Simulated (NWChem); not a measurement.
All runs are NWChem calculations. System: CH2NS, charge 0, spin multiplicity 2, displaced from the optimised geometry. The structure started from a generated list of species. Its SCF solution wasn't tested for a lower state. Level: UBP86/def2-TZVP.

Input file:

```
start mol
memory heap 200 mb stack 900 mb global 1100 mb
geometry units angstroms nocenter noautoz
  N     -0.001104    -1.633939     0.000000
  C      0.468336    -0.380037     0.000000
  S     -0.151899     1.125424     0.000000
  H     -1.019839    -1.850296     0.000000
  H      0.647936    -2.438688     0.000000
  symmetry group Cs
end
basis spherical
  * library def2-tzvp
end
dft
  xc becke88 perdew86
  odft
  mult 2
  semidirect memsize 60000000 filesize 0
  iterations 100
  vectors input hcore
end
task dft gradient
```

NWChem printed:

```
             Northwest Computational Chemistry Package (NWChem) 7.3.0
             --------------------------------------------------------

                                NWChem Input Module
                                -------------------

 Scaling coordinates for geometry "geometry" by  1.889725989
 (inverse scale =  0.529177249)

 Turning off AUTOSYM since
 SYMMETRY directive was detected!

                             Geometry "geometry" -> ""
                             -------------------------

 Output coordinates in angstroms (scale by  1.889725989 to convert to a.u.)

  No.       Tag          Charge          X              Y              Z
 ---- ---------------- ---------- -------------- -------------- --------------
    1 N                    7.0000    -0.00110400    -1.63393900     0.00000000
    2 C                    6.0000     0.46833600    -0.38003700     0.00000000
    3 S                   16.0000    -0.15189900     1.12542400     0.00000000
    4 H                    1.0000    -1.01983900    -1.85029600     0.00000000
    5 H                    1.0000     0.64793600    -2.43868800     0.00000000

 Effective nuclear repulsion energy (a.u.)      84.7894993756

            Nuclear Dipole moment (a.u.)
            ----------------------------
        X                 Y               Z
 ---------------- ---------------- ----------------
     0.0000018897     0.0000094486     0.0000000000

      Symmetry information
      --------------------

 Group name             Cs
 Group number              2
 Group order               2
 No. of unique centers     5

      Symmetry unique atoms

     1    2    3    4    5


 Summary of "ao basis" -> "" (spherical)
 ------------------------------------------------------------------------------
       Tag                 Description            Shells   Functions and Types
 ---------------- ------------------------------  ------  ---------------------
 *                         def2-tzvp                  on all atoms

  perdew86 is a nonlocal functional; adding perdew81 local functional.

                                 NWChem DFT Module
                                 -----------------

 Summary of "ao basis" -> "ao basis" (spherical)
 ------------------------------------------------------------------------------
       Tag                 Description            Shells   Functions and Types
 ---------------- ------------------------------  ------  ---------------------
 N                         def2-tzvp                11       31   5s3p2d1f
 C                         def2-tzvp                11       31   5s3p2d1f
 S                         def2-tzvp                13       37   5s5p2d1f
 H                         def2-tzvp                 4        6   3s1p

 Summary of "ao basis" -> "ao basis" (spherical)
 ------------------------------------------------------------------------------
       Tag                 Description            Shells   Functions and Types
 ---------------- ------------------------------  ------  ---------------------
 N                         def2-tzvp                11       31   5s3p2d1f
 C                         def2-tzvp                11       31   5s3p2d1f
 S                         def2-tzvp                13       37   5s5p2d1f
 H                         def2-tzvp                 4        6   3s1p

      Symmetry analysis of basis
      --------------------------

        a'         77
        a"         34

            General Information
            -------------------
[...]
    beta     61     62     63     65     64     66     67     68     69     70
 overlap   0.989  0.993  0.998  0.939  1.000  0.940  1.000  0.997  0.999  0.999

   alpha     71     72     73     74     75     76     77     78     79     80
    beta     71     72     73     74     75     76     77     78     79     80
 overlap   1.000  0.999  1.000  0.999  0.999  0.998  0.998  0.998  0.999  0.998

   alpha     81     82     83     84     85     86     87     88     89     90
    beta     81     82     83     84     85     86     87     88     89     90
 overlap   0.992  0.999  0.997  0.992  0.988  0.990  0.998  0.998  0.999  0.996

   alpha     91     92     93     94     95     96     97     98     99    100
    beta     91     92     93     94     95     96     97     98     99    100
 overlap   1.000  0.996  0.999  1.000  1.000  1.000  1.000  1.000  1.000  0.999

   alpha    101    102    103    104    105    106    107    108    109    110
    beta    101    102    103    104    105    106    107    108    109    110
 overlap   1.000  1.000  0.988  0.987  1.000  1.000  1.000  1.000  1.000  1.000

   alpha    111
    beta    111
 overlap   1.000

     --------------------------
     Expectation value of S2:
     --------------------------
      <S2> =      0.7534 (Exact =     0.7500)

 center of mass
 --------------
 x =   0.01175697 y =   0.13289911 z =   0.00000000

 moments of inertia (a.u.)
 ------------------
         316.969441973784          26.044370248115           0.000000000000
          26.044370248115          17.279580134646           0.000000000000
           0.000000000000           0.000000000000         334.249022108431

     Multipole analysis of the density
     ---------------------------------

     L   x y z        total         alpha         beta         nuclear
     -   - - -        -----         -----         ----         -------
     0   0 0 0     -0.000000    -16.000000    -15.000000     31.000000

     1   1 0 0     -0.311036     -0.446755      0.135718      0.000002
     1   0 1 0     -1.416619     -0.817663     -0.598966      0.000009
     1   0 0 1     -0.000000     -0.000000     -0.000000      0.000000

     2   2 0 0    -18.500001    -16.959170    -12.772205     11.231375
     2   1 1 0     -0.154363      6.597029      5.688785    -12.440178
     2   1 0 1     -0.000000     -0.000000     -0.000000      0.000000
     2   0 2 0    -13.596730    -96.849423    -92.411269    175.663963
     2   0 1 1      0.000000      0.000000      0.000000      0.000000
     2   0 0 2    -19.815732    -10.332009     -9.483723      0.000000

            General Information
            -------------------
          SCF calculation type: DFT
          Wavefunction type:  spin polarized.
          No. of atoms     :     5
          No. of electrons :    31
           Alpha electrons :    16
            Beta electrons :    15
          Charge           :     0
          Spin multiplicity:     2
          Use of symmetry is: on ; symmetry adaption is: on
          Maximum number of iterations: 100
          AO basis - number of functions:   111
                     number of shells:    43
          Convergence on energy requested:  1.00D-06
          Convergence on density requested:  1.00D-05
          Convergence on gradient requested:  5.00D-04

              XC Information
              --------------
                    Becke 1988 Exchange Functional  1.000
                Perdew 1981 Correlation Functional  1.000 local
                Perdew 1986 Correlation Functional  1.000 non-local

             Grid Information
             ----------------
          Grid used for XC integration:  medium
          Radial quadrature: Mura-Knowles
          Angular quadrature: Lebedev.
          Tag              B.-S. Rad. Rad. Pts. Rad. Cut. Ang. Pts.
          ---              ---------- --------- --------- ---------
          N                   0.65       49           9.0       434
          C                   0.70       49           8.0       434
          S                   1.00       88          11.0       590
          H                   0.35       45          11.0       434
          Grid pruning is: on
          Number of quadrature shells:   276
          Spatial weights used:  Erf1

          Convergence Information
          -----------------------
          Convergence aids based upon iterative change in
          total energy or number of iterations.
          Levelshifting, if invoked, occurs when the
          HOMO/LUMO gap drops below (HL_TOL):  1.00D-02
          DIIS, if invoked, will attempt to extrapolate
          using up to (NFOCK): 10 stored Fock matrices.

                    Damping( 0%)  Levelshifting(0.5)       DIIS
                  --------------- ------------------- ---------------
          dE  on:    start            ASAP                start
          dE off:    2 iters        100 iters           100 iters

      Screening Tolerance Information
      -------------------------------
          Density screening/tol_rho:  1.00D-10
          AO Gaussian exp screening on grid/accAOfunc:  14
          CD Gaussian exp screening on grid/accCDfunc:  20
          XC Gaussian exp screening on grid/accXCfunc:  20
          Schwarz screening/accCoul:  1.00D-08

                            NWChem DFT Gradient Module
                            --------------------------

  charge          =   0.00
  wavefunction    = open shell

  Using symmetry

                         DFT ENERGY GRADIENTS

    atom               coordinates                        gradient
                 x          y          z           x          y          z
   1 N      -0.002086  -3.087697   0.000000   -0.001833  -0.005538   0.000000
   2 C       0.885027  -0.718166   0.000000    0.010674   0.000564   0.000000
   3 S      -0.287047   2.126743   0.000000   -0.006155   0.018814   0.000000
   4 H      -1.927216  -3.496552   0.000000   -0.011328  -0.002090   0.000000
   5 H       1.224421  -4.608452   0.000000    0.008643  -0.011750   0.000000

                 ----------------------------------------
                 |  Time  |  1-e(secs)   |  2-e(secs)   |
                 ----------------------------------------
                 |  CPU   |       0.01   |       7.40   |
                 ----------------------------------------
                 |  WALL  |       0.01   |       7.40   |
                 ----------------------------------------

 Task  times  cpu:       14.6s     wall:       14.6s

 Total times  cpu:       14.7s     wall:       14.7s
```
